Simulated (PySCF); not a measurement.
C2H5ClOSi, SMILES C=C[Si@H](O)Cl. Atoms are numbered in the order given.

```xyz
10

C      2.2017     1.2816    -0.2982
C      1.5473     0.1102    -0.4337
Si    -0.3181     0.0373    -0.4945
O     -0.9913     1.5080    -0.0635
Cl    -0.9138    -1.4838     0.8125
H      1.6540     2.2377    -0.2255
H      3.3030     1.3428    -0.2566
H      2.1292    -0.8272    -0.5051
H     -0.8817    -0.2727    -1.8417
H     -0.7803     1.8077     0.8388
```
Charge 0, spin multiplicity 1.

The structure is a stationary point at PBE-D3(BJ)/def2-SVP. The structure was generated by enumeration; whether it is a known compound was not checked. Other conformers were not sampled.

Level of theory: PySCF with PBE0/pcSseg-1.

GIAO shieldings, no solvent; atoms listed in one row are averaged. δ = σ(ref) − σ: ¹³C against TMS (σ = 186.3 ppm); ²⁹Si against TMS (σ = 352.7 ppm); ¹⁷O against H2O (σ = 334.2 ppm); ³⁵Cl against HCl (σ = 945.9 ppm); ¹H against TMS (σ = 31.56 ppm), references at their B3LYP-D3(BJ)/def2-TZVP geometries, non-relativistic (without spin–orbit terms, shifts of atoms bonded to Cl or Br come out too high).

Question: Estimate the chemical shifts. (Estimate from the structure and the level; the computed values follow.)

Answer: 
```json
[
 {"nucleus": "¹³C", "atoms": "C1", "count": "1", "δ (ppm)": "150.0"},
 {"nucleus": "¹³C", "atoms": "C2", "count": "1", "δ (ppm)": "148.1"},
 {"nucleus": "²⁹Si", "atoms": "Si3", "count": "1", "δ (ppm)": "-2.8"},
 {"nucleus": "¹⁷O", "atoms": "O4", "count": "1", "δ (ppm)": "59.0"},
 {"nucleus": "³⁵Cl", "atoms": "Cl5", "count": "1", "δ (ppm)": "71.6"},
 {"nucleus": "¹H", "atoms": "H7", "count": "1", "δ (ppm)": "6.94"},
 {"nucleus": "¹H", "atoms": "H8", "count": "1", "δ (ppm)": "6.73"},
 {"nucleus": "¹H", "atoms": "H6", "count": "1", "δ (ppm)": "6.73"},
 {"nucleus": "¹H", "atoms": "H9", "count": "1", "δ (ppm)": "5.80"},
 {"nucleus": "¹H", "atoms": "H10", "count": "1", "δ (ppm)": "2.21"}
]
```
